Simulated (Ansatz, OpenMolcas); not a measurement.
## C2H6Cl2Si (dichlorodimethylsilane): methods side by side

C2H6Cl2Si, singlet, SMILES `C[Si](C)(Cl)Cl`. Each level relaxes the structure for itself.

Quantity: the highest harmonic wavenumber at each level's own minimum, in cm⁻¹. The values are calculated.

```csv
level,kind,program,value (cm⁻¹)
HF/STO-3G,Hartree–Fock,Ansatz,3765
HF/3-21G,Hartree–Fock,OpenMolcas,3284
HF/6-31G* (Cartesian functions),Hartree–Fock,OpenMolcas,3286
PBE/def2-SVP,GGA,Ansatz,3092
B3LYP/6-31G* (Cartesian functions),global hybrid,Ansatz,3143
PBE0-D4/def2-TZVP,global hybrid,Ansatz,3151
MP2/6-31G* (Cartesian functions),perturbation theory,Ansatz,3212
```

Harmonic and unscaled. The values span 3092 to 3765 cm⁻¹. Without the sets that lack polarisation functions the rows with a basis span only 3092 to 3286 cm⁻¹.
